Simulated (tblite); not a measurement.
Run record: nudged-elastic-band run, `O=C1COC[C@@]1(F)CCl`.

Computed with GFN2-xTB (tblite), gas phase: nudged elastic band of 9 images (0 to 8), spring 0.2 eV/Å², climbing image at the end, force threshold 0.05 eV/Å. No saddle search or frequency run followed, so the top image need not be a first-order saddle, and its height can exceed the method's true barrier by a kcal/mol or more. The input is one job of a driver script: a line of settings, then coordinates in Å. «atoms» counts from 0 and names the dihedral (C5–C6–C8–Cl9 when counted from 1); «turn» is the rotation in degrees that makes the guess of the end point.

Command:
```bash
OMP_NUM_THREADS=1 python probes_run.py task.json out
```

Input:
```
{"job": {"kind": "neb", "xc": "GFN2-xTB", "basis": "xTB", "atoms": [4, 5, 7, 8], "turn": 120}, "charge": 0, "multiplicity": 1}
O     -0.791834     1.683119    -1.349234
C     -0.767122     0.769929    -0.581720
C     -1.801333    -0.305240    -0.361380
O     -1.437794    -1.006138     0.801912
C     -0.037497    -0.906930     0.977279
C      0.393941     0.437043     0.389916
F      0.430443     1.406331     1.382732
C      1.746929     0.474379    -0.309881
Cl     1.769248    -0.680589    -1.656248
H     -1.801260    -0.963872    -1.245277
H     -2.804677     0.105348    -0.231793
H      0.472999    -1.724476     0.451080
H      0.167753    -0.966801     2.046666
H      2.546708     0.212832     0.383630
H      1.909082     1.473054    -0.719597
```

Output:
```
image   E - E0 / eV
  0       0.0000
  1       0.0253
  2       0.0904
  3       0.1640
  4       0.2165
  5       0.2338
  6       0.2210
  7       0.1979
  8       0.1875
```

Task: Read off the barriers.

Result: The highest image is 5: 0.234 eV (5.39 kcal/mol) above the start and 0.046 eV (1.07 kcal/mol) above the end. The band met its force threshold.

Task: Which dihedral does each image have?

Result: 0: 59°, 1: 74°, 2: 89°, 3: 105°, 4: 120°, 5: 136°, 6: 150°, 7: 165°, 8: 178°.

Task: Give the geometry of the highest image and of the end point.

Result: 
Image 5:
```
atom  x, y, z in Å
O1     -0.886    1.378   -1.626
C2     -0.800    0.596   -0.732
C3     -1.811   -0.445   -0.310
O4     -1.445   -0.887    0.973
C5     -0.051   -0.731    1.128
C6      0.379    0.470    0.272
F7      0.353    1.616    1.056
C8      1.780    0.350   -0.335
Cl9     1.876    0.833   -2.051
H10    -1.791   -1.268   -1.043
H11    -2.824   -0.038   -0.269
H12     0.471   -1.640    0.795
H13     0.148   -0.559    2.186
H14     2.143   -0.675   -0.284
H15     2.452    1.009    0.218
```

Image 8:
```
atom  x, y, z in Å
O1     -0.860    1.095   -1.827
C2     -0.795    0.474   -0.811
C3     -1.808   -0.507   -0.263
O4     -1.429   -0.820    1.054
C5     -0.038   -0.619    1.194
C6      0.365    0.495    0.217
F7      0.343    1.712    0.875
C8      1.747    0.293   -0.396
Cl9     2.142    1.584   -1.560
H10    -1.809   -1.402   -0.906
H11    -2.816   -0.086   -0.251
H12     0.509   -1.543    0.959
H13     0.153   -0.335    2.229
H14     1.790   -0.656   -0.928
H15     2.502    0.325    0.391
```

Time: 8.8 s wall; peak memory 0.18 GiB. Hardware: one thread, Intel Xeon at 2.50 GHz (x86_64), shared host with 64 logical CPUs at a one-minute load of 58.
